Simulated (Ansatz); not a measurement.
Geometry optimisation, RKS PBE/def2-SVP (Ansatz).

Input file:

```yaml
crystal:
  periodic: [false, false, false]
  atoms:
    - { symbol: Ta, position_ang: [-0.533235, -0.676631, -0.156408] }
    - { symbol: O, position_ang: [2.442395, 0.493069, 0.038453] }
    - { symbol: H, position_ang: [2.593032, 0.128295, 0.934138] }
    - { symbol: Cl, position_ang: [0.031382, -1.172182, 2.079444] }
    - { symbol: Cl, position_ang: [-0.325169, -0.053559, -2.411176] }
    - { symbol: O, position_ang: [-0.737869, 1.127503, 0.300576] }
    - { symbol: H, position_ang: [-0.17217, 1.919427, 0.357886] }
    - { symbol: Cl, position_ang: [-2.637286, -1.543352, -0.20059] }
    - { symbol: Br, position_ang: [1.153895, -2.589608, -0.773063] }
    - { symbol: H, position_ang: [2.647024, -0.292062, -0.534058] }
basis:
  gaussian: { orbitals: def2-SVP }
hamiltonian:
  xc: pbe
relax:
  f_tol: 0.03
  max_steps: 50
```

Run as:

```bash
$ ansatz run input.yaml --threads 4 --pin off --max-ram 5120MiB --backend cpu --events-out ev --progress --plain --runs-dir out
```

Problem. Where does it end, and by what steps?

Solution. The forces met the threshold. The force dipped under the threshold on the way, but the program's further checks kept it going. After 15 steps the energy has fallen by 0.476 eV; O2 moved furthest, 0.54 Å. Joined: Ta1–O2 (3.20 → 2.37 Å).

```
step  energy less start (eV)  largest force component (eV/Å)  accepted
   0                  0.0000                           0.922       yes
   1                 -0.1358                           1.274       yes
   2                 -0.2780                           1.163       yes
   3                 -0.4122                           0.935       yes
   4                 -0.4359                           0.607       yes
   5                 -0.4617                           0.260       yes
   6                 -0.4620                           0.390       yes
   7                 -0.4720                           0.073       yes
   8                 -0.4730                           0.257       yes
   9                 -0.4733                           0.345       yes
  10                 -0.4753                           0.021       yes
  11                 -0.4758                           0.022       yes
  12                 -0.4757                           0.136        no
  13                 -0.4760                           0.025       yes
  14                 -0.4758                           0.070        no
  15                 -0.4761                           0.023       yes
```

```xyz
10
Properties=species:S:1:pos:R:3
Ta -0.233 -0.609 -0.099
O 1.986 0.209 0.022
H 2.254 0.039 0.952
Cl 0.334 -1.134 2.152
Cl -0.064 0.184 -2.325
O -0.627 1.176 0.398
H -0.440 2.073 0.069
Cl -2.339 -1.513 -0.130
Br 1.067 -2.665 -0.894
H 2.525 -0.420 -0.509
```

Whether the end is a true minimum wasn't checked by a vibrational analysis.

Time of the run: 57 s on 4 threads of Intel(R) Xeon(R) Platinum 8259CL CPU @ 2.50GHz (Skylake/Cascade Lake), with other jobs on the host, peak memory 0.31 GiB.
